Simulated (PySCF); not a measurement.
Harmonic spectrum computed at B3LYP in the def2-TZVP basis family (core potentials from Rb on, PySCF, no spin–orbit coupling):

| symmetry | ω (cm⁻¹) | IR (km/mol) |
| --- | --- | --- |
| a1 | 270 | 16.7 |
| a1 | 795 | 4.6 |
| b2 | 812 | 33.9 |

Question: Which molecule gave it? In each, all ligands are bound to the one heavy central atom.
A. TiO₂ (singlet)
B. SeO₂ (singlet)
C. IO₂ (doublet)
D. KO₂ (quartet)

Answer: C. It has C2v symmetry with I–O 1.810 Å (×2).
